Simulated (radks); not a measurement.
Task: Radial electron density D(r) = 4 pi r^2 rho(r) of an atom or ion with 6 electrons. All-electron calculation, Dirac Kohn-Sham, PBE, spin-unpolarised, spherical densities, point nucleus. Program: a radial shooting solver on a logarithmic mesh with Libxc functionals.

```
   r/bohr * D(r) (the largest magnitude, 11, reaches the edge; | marks zero)
 0.008923 |  *
 0.009981 |  *
  0.01125 |   *
  0.01259 |    *
  0.01408 |     *
  0.01587 |      *
  0.01775 |        *
  0.01986 |          *
  0.02239 |            *
  0.02504 |              *
  0.02801 |                 *
  0.03158 |                    *
  0.03533 |                        *
  0.03983 |                            *
  0.04455 |                                *
  0.04983 |                                    *
  0.05618 |                                        *
  0.06284 |                                            *
  0.07029 |                                                *
  0.07925 |                                                   *
  0.08864 |                                                     *
  0.09915 |                                                      *
   0.1118 |                                                      *
    0.125 |                                                    *
    0.141 |                                                *
   0.1577 |                                            *
   0.1764 |                                       *
   0.1989 |                                 *
   0.2224 |                            *
   0.2488 |                       *
   0.2805 |                    *
   0.3138 |                   *
   0.3538 |                   *
   0.3957 |                    *
   0.4426 |                      *
    0.499 |                        *
   0.5582 |                         *
   0.6243 |                         *
   0.7039 |                       *
   0.7873 |                    *
   0.8806 |                *
   0.9929 |            *
    1.111 |        *
    1.252 |     *
    1.401 |  *
    1.567 | *
    1.766 |*
    1.976 |*
     2.21 |*
    2.491 |*
    2.787 *
    3.117 *
    3.514 *
    3.931 *
    4.432 *
    4.957 *
    5.545 *
```

What is the nuclear charge?

Result: Z = 10. The innermost maximum, from 1s, lies near gamma/Z bohr with gamma = sqrt(1 - (Z/c)^2) = 0.997, here 0.0997 bohr (found: 0.102), and its height grows with Z. The density is that of the neon ion Ne4+ in [He] 2s2 2p1.75 3p0.25; the configuration itself is not fixed sharply by these data. D(r) has 2 maxima, at r = 0.102, 0.586 bohr, and minima at 0.329 bohr, inside which lie 2.19 electrons.
